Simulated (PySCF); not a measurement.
Species: CH₁₀ClNSi₃.
Numbering: `[NH2:1][SiH2:2][C@H:3]([SiH3:4])[SiH2:5][Cl:6]` (hydrogens: H7, H8 on N1; H9, H10 on Si2; H11 on C3; H12, H13, H14 on Si4; H15, H16 on Si5)

Structure optimised with GFN2-xTB, isolated species.

**Question.** What internal coordinates does the optimisation give?

**Answer.** 
```
                     bond  length (bohr)   order
                   N1–Si2          3.255  single
                   Si2–C3          3.607  single
                   C3–Si4          3.591  single
                   C3–Si5          3.579  single
                  Si5–Cl6          3.818  single
             N1–H7, N1–H8          1.903  single
                   Si2–H9          2.764  single
                  Si2–H10          2.788  single
                   C3–H11          2.068  single
Si4–H12, Si4–H13, Si4–H14          2.772  single
                  Si5–H15          2.769  single
                  Si5–H16          2.759  single
```

Bonds in one row agree within 0.02 bohr and their mean is given. Orders are formal, as drawn. A selection of angles:
```
      angle  degrees
  Si2–N1–H7    118.2
  Si2–N1–H8    118.7
   H7–N1–H8    109.6
  N1–Si2–C3    106.2
  N1–Si2–H9    104.9
 N1–Si2–H10    115.9
  C3–Si2–H9    113.4
 C3–Si2–H10    107.8
 H9–Si2–H10    108.8
 Si2–C3–Si4    113.2
 Si2–C3–Si5    113.0
 Si2–C3–H11    105.2
 Si4–C3–Si5    111.5
 Si4–C3–H11    106.2
 Si5–C3–H11    107.1
 C3–Si4–H12    110.4
H12–Si4–H13    108.9
H12–Si4–H14    108.2
 C3–Si5–Cl6    109.6
 C3–Si5–H15    111.2
 C3–Si5–H16    112.3
Cl6–Si5–H15    106.0
Cl6–Si5–H16    107.6
H15–Si5–H16    109.9
```

Dihedral angles: N1–Si2–C3–Si4 61° (synclinal); Si2–C3–Si5–Cl6 -64° (synclinal).

Si2 (SiH2 silicon) is distorted tetrahedral (angles from 104.9° to 115.9°). Si4 (SiH3 silicon) is tetrahedral (angles from 108.2° to 110.4°). Of the pairs four or more bonds apart, Si4···H8 is among the closest relative to their van der Waals radii: 3.20 Å, 97 % of the sum of Bondi's values. Si5 (chlorine-bound silicon) is distorted tetrahedral (angles from 106.0° to 112.3°). N1 (silicon-bound nitrogen) is pyramidal (angles 118.7°, 118.2° and 109.6°, sum 346.5°, 0.25 Å off the plane of its three neighbours).

Point group: C1 (no symmetry element, even within 0.4 Å). GFN2-xTB frequencies: not computed here. One conformer, not necessarily the lowest (H–N1–Si2–C3 173° and -50°, N1–Si2–C3–Si4 61°, Si2–C3–Si5–Cl6 -64°).
